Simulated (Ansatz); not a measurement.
Coupled-cluster diagnostics for InTe3, Ansatz.

Geometry of the doublet (PBE-D4/def2-SVP):

```tsv
atom	x (Å)	y (Å)	z (Å)
In1	1.6512	0.7355	-0.7519
Te2	-0.0055	-1.8323	-1.1996
Te3	-0.7643	1.8975	0.7822
Te4	-0.8814	-0.8006	1.1693
```

In the def2 sets In, Te take a core potential; there is no spin–orbit coupling. Correlated methods freeze 16 core orbitals; core or outer-core shells of In, Te are correlated, in sets that lack core-valence functions. In CCSD on the charge 0 quartet the largest single amplitude is 0.19, so its Hartree–Fock determinant may place the open shell otherwise than the density functionals do. The structure comes from a short search, and lower isomers may exist.

Geometry of the charge 0 quartet (PBE-D4/def2-SVP):

```csv
atom,x (Å),y (Å),z (Å)
In1,-0.220,1.150,-1.355
Te2,-2.179,-0.132,0.501
Te3,2.308,0.207,-0.612
Te4,0.090,-1.225,1.466
```

Question: Estimate the CCSD(T) correlation energy, the shares of MP2 and (T), T1 and the reference's ⟨S²⟩ for: charge 0, doublet, own geometry in def2-SVP; charge 0, quartet, own geometry in def2-SVP; charge 1, singlet, vertical in def2-SVP; and the rough time on 4 threads of Arm Neoverse V1 on a shared host.

Answer: 
| state | basis | correlation (eV) | MP2 share (%) | (T) share (%) | T1 | ⟨S²⟩ (pure) | wall time | remarks |
| --- | --- | --- | --- | --- | --- | --- | --- | --- |
| charge 0, doublet, own geometry | def2-SVP | -12.685 | 90.3 | 4.7 | 0.017 | 0.80 (0.75) | 58 s | – |
| charge 0, quartet, own geometry | def2-SVP | -11.995 | 87.7 | 4.4 | 0.026 | 3.81 (3.75) | 62 s | – |
| charge 1, singlet, vertical | def2-SVP | -13.178 | 91.3 | 6.0 | 0.023 | 0.00 (0.00) | 25 s | large T1 (0.023), restricted SCF unstable |
Customary marks for T1 are 0.02 (closed shells), 0.045 (open shells) and about 0.05 (3d metals). T1 exceeds 0.02 in 2 of 3 rows and 0.045 in 0; the higher it lies, the less the single-reference result can be trusted.
